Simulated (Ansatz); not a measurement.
C₂H₅NOSi. The species carries charge 0 and has multiplicity 1. The structure was optimised at the PBE0-D4/def2-TZVP level.

```xyz
10

C     1.257    0.533    0.816
Si   -0.081    0.392   -0.445
N    -0.330   -1.153   -1.259
C    -1.431   -1.140   -0.609
O    -1.621   -0.046    0.199
H     1.278   -0.349    1.458
H     2.228    0.628    0.323
H     1.108    1.420    1.436
H    -0.176    1.596   -1.304
H    -2.231   -1.882   -0.616
```

Task: What is the dipole moment at B3LYP/def2-TZVPP? (Best estimate.)

Result: Ansatz gave: 1.90 D, with components (0.82, 1.16, 1.25) D in this frame, pointing from negative to positive charge.

Task: And with PBE, r2SCAN, ωB97M-V? (Estimate.)

Result: The calculation gave: PBE 1.96 D, r2SCAN 1.96 D, ωB97M-V 1.85 D.

Task: Give the Mulliken charges with B3LYP, PBE, ωB97M-V in def2-TZVPP. (An estimate is asked.)

Result: The calculation gave: 
```json
{"atom": "C1", "B3LYP": "-0.37", "PBE": "-0.36", "ωB97M-V": "-0.42"}
{"atom": "Si2", "B3LYP": "0.60", "PBE": "0.51", "ωB97M-V": "0.56"}
{"atom": "N3", "B3LYP": "-0.39", "PBE": "-0.33", "ωB97M-V": "-0.40"}
{"atom": "C4", "B3LYP": "0.20", "PBE": "0.16", "ωB97M-V": "0.22"}
{"atom": "O5", "B3LYP": "-0.41", "PBE": "-0.34", "ωB97M-V": "-0.41"}
{"atom": "H6", "B3LYP": "0.12", "PBE": "0.12", "ωB97M-V": "0.13"}
{"atom": "H7", "B3LYP": "0.11", "PBE": "0.11", "ωB97M-V": "0.12"}
{"atom": "H8", "B3LYP": "0.11", "PBE": "0.11", "ωB97M-V": "0.12"}
{"atom": "H9", "B3LYP": "-0.09", "PBE": "-0.08", "ωB97M-V": "-0.04"}
{"atom": "H10", "B3LYP": "0.13", "PBE": "0.10", "ωB97M-V": "0.13"}
```

B3LYP here is the variant with VWN-RPA as its local correlation; programs differ in this.
